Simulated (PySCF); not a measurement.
# Two-dimensional NMR puzzle

Compound of formula C5H12Si2. Correlations simulated from computed shifts and the bond graph:

HSQC (one-bond C–H):
| δH | δC |
| --- | --- |
| 5.69 | 131.4 |
| 2.23 | 38.5 |
| 1.90 | 19.0 |
| 0.97 | 11.7 |

COSY cross peaks (H two or three bonds apart, from the bond graph; peaks can be absent where the dihedral angle is near 90°):
| δH | δH |
| --- | --- |
| 5.69 | 4.82 |
| 4.82 | 1.90 |
| 3.88 | 0.97 |
| 2.23 | 0.97 |

HMBC (two and three bonds, from the bond graph):
| δH | δC |
| --- | --- |
| 5.69 | 180.6, 38.5, 19.0 |
| 4.82 | 180.6, 131.4, 19.0 |
| 3.88 | 38.5, 11.7 |
| 2.23 | 180.6, 131.4, 19.0, 11.7 |
| 1.90 | 180.6, 131.4, 38.5 |
| 0.97 | 180.6, 38.5 |

Carbons without hydrogens: δ 180.6.

Theory: σ from GIAO-PBE0/pcSseg-1, geometry: GFN2-xTB, in PySCF 2.14.0 with density-fitted response routines (a single conformation, equivalent nuclei averaged, non-relativistic Hamiltonian, no solvent).

Scale: $^{1}$H (σref 31.72) and $^{13}$C (σref 186.93) vs TMS (reference shieldings calculated alike).

Exchangeable hydrogens are left out of these lists.

Which molecule is this?

## Answers

SMILES [SiH3]CCC1=C[SiH2]C1.

Structure with atom numbers: `[SiH3:1][CH2:2][CH2:3][C:4]1=[CH:5][SiH2:6][CH2:7]1`; H(Xn) means a hydrogen on atom n.

δC 180.6 is C4, a fully substituted alkene carbon. δC 131.4 is C5, an alkene CH (δH 5.69). δC 38.5 is C3, an allylic sp3 CH2 (δH 2.23). δC 19.0 is C7, an allylic sp3 CH2 bonded to Si (δH 1.90). δC 11.7 is C2, an sp3 CH2 bonded to Si (δH 0.97). HMBC from δH 5.69 reaches the proton-free carbon C4. HMBC from δH 4.82 reaches the proton-free carbon C4. HMBC from δH 2.23 reaches the proton-free carbon C4. HMBC from δH 1.90 reaches the proton-free carbon C4. COSY links 5.69–4.82, 4.82–1.90, 3.88–0.97, 2.23–0.97.

The data come from this structure; uniqueness wasn't tested.

Shifts are as computed. Against solution values, carbons near 30 ppm lie about +3 ppm off and those near 130 ppm about +5 ppm. Of 1211 compounds with measured shifts, 218 miss one by over three times the rms of a fit or turn the order of signals round; such compounds aren't used in these exercises.
